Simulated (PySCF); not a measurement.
Computed shifts of a molecule CH3F3OSi, PBE0/pcSseg-1 run with PySCF, GIAO, gas phase, atoms alike by connectivity averaged where their shifts nearly agree, in ppm (number of nuclei): ²⁹Si: -42.3 (1). ¹⁹F: -145.9 (1), -154.1 (1), -301.1 (1). ¹³C: 78.9 (1). ¹H: 5.02 (2), 4.13 (1). References: ¹⁷O against H2O (σ = 334.2 ppm); ²⁹Si against TMS (σ = 352.7 ppm); ¹⁹F against CFCl3 (σ = 167.2 ppm); ¹³C against TMS (σ = 186.3 ppm); ¹H against TMS (σ = 31.56 ppm), references at their B3LYP-D3(BJ)/def2-TZVP geometries, non-relativistic. The structure is a stationary point at PBE-D3(BJ)/def2-SVP. One conformer was computed; it need not be the lowest.

Question: Which molecule gave these data?
(A) CO[Si](F)(F)F
(B) O[Si](F)(F)CF
(C) OC[Si](F)(F)F
(D) O[SiH2]C(F)(F)F

Answer: B, O[Si](F)(F)CF
